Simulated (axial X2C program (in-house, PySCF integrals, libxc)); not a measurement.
## Bond lengths and stretching modes, held linear, of HHfH

Calculated with an in-house all-electron X2C program for linear molecules (integrals from PySCF): two-component X2C with atomic mean-field Coulomb and Gaunt terms, Gaussian nuclei, basis H dyall-v3z, Hf dyall-v3z with contracted cores. Spin-free rows use the one-electron spin-free X2C Hamiltonian.

Masses H 1.008, Hf 179.947, H 1.008 u. States: 2c Ω = 1 (beyond evenly filled blocks: ω = -1/2, ω = 3/2); spin-free M_S = 0, Λ = 0 (closed shell).

MP2, 2c: energies above the lowest point

```tsv
r(H–Hf) (Å)	r(Hf–H) (Å)	E (meV)
1.8856	1.8856	19.47
1.8856	1.9340	8.30
1.8856	1.9823	18.73
1.9340	1.8856	8.30
1.9340	1.9340	0.00
1.9340	1.9823	13.13
1.9340	2.0307	44.48
1.9823	1.8856	18.73
1.9823	1.9340	13.13
1.9823	1.9823	28.82
2.0307	1.9340	44.48
2.0307	2.0307	98.64
```

Q: Fit a quadratic surface with cubic terms in each bond: where is the minimum, and what are the two stretching wavenumbers?

A: At MP2, 2c: bonds 1.928 and 1.928 Å; harmonic stretches 1496.3 and 1674.4 cm⁻¹; force constants 1.49, 1.49 and coupling 0.18 mdyn/Å.

The other levels and Hamiltonians give:

| Hamiltonian | level | r(H–Hf) (Å) | r(Hf–H) (Å) | lower stretch (cm⁻¹) | upper stretch (cm⁻¹) |
| --- | --- | --- | --- | --- | --- |
| 2c | PBE0 | 1.932 | 1.932 | 1438.5 | 1621.5 |
| 2c | HF | 1.954 | 1.954 | 1462.5 | 1651.3 |
| 2c | PBE | 1.939 | 1.939 | 1396.4 | 1581.9 |
| spin-free | PBE0 | 1.894 | 1.894 | 1487.3 | 1667.9 |
| spin-free | HF | 1.909 | 1.909 | 1508.3 | 1710.1 |
| spin-free | PBE | 1.902 | 1.902 | 1454.8 | 1627.8 |
| spin-free | MP2 | 1.889 | 1.889 | 1539.8 | 1724.8 |

Each state is one determinant, the lowest of a limited PBE0 search; the stretches come from a fit to these few points and carry an uncertainty of a few per cent. Other orders of the atoms were not compared. MP2 freezes inner shells (threshold -2 hartree). The molecule was held linear; bending was not examined, so a bent shape may lie lower. Open-shell Ω = 0 determinants with evenly filled partner blocks cannot be reached by this program, so the Ω shown need not be the lowest component. Note: several unpaired electrons, one determinant need not be a pure state.
